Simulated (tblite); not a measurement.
C8H5NO.
Structure used (GFN2-xTB), in Å, numbered top down from 1:
```xyz
15
C8H5NO angstrom
N      3.794   -0.731    0.088
C      2.674   -0.494    0.024
C      1.280   -0.239   -0.042
C      0.476   -1.339   -0.087
C     -0.935   -1.425   -0.161
C     -1.843   -0.421   -0.042
C     -1.597    0.960    0.183
C     -0.427    1.635    0.176
C      0.943    1.200   -0.090
O      1.812    2.029   -0.301
H      0.989   -2.295   -0.085
H     -1.323   -2.427   -0.297
H     -2.889   -0.698   -0.092
H     -2.489    1.549    0.362
H     -0.468    2.706    0.343
```

The geometry is computed with GFN2-xTB (gas phase).

Masses are those of the commonest isotopes; rigid-rotor values at the optimised geometry. The values belong to one conformer.

Task: Give the principal moments of inertia and the rotational constants in MHz.

Result: Ia = 206.60, Ib = 425.93, Ic = 626.42 u·Å²; 505379 MHz·u·Å²/I gives A = 2446, B = 1187, C = 806.8 MHz.

Task: Classify the top.

Result: An asymmetric top; Ray's κ = -0.537.

Task: What does the inertial defect say?

Result: Not planar: Δ = Ic − Ia − Ib = -6.11 u·Å². For a rigid frame Δ = −2 Σ m c², so Σ m c² = 3.05 u·Å² lies off the ab plane: 0.33 from hydrogen and 2.72 from heavier atoms. The atom farthest from that plane is 0.35 Å away.

Its GFN2-xTB frequencies are all real (lowest 16 cm⁻¹). No vibrational averaging or centrifugal distortion is included, and the geometry carries the error of its method.

On one thread of an Arm Neoverse N1 (shared host), this took 0.54 s of wall time. This is the geometry optimisation.
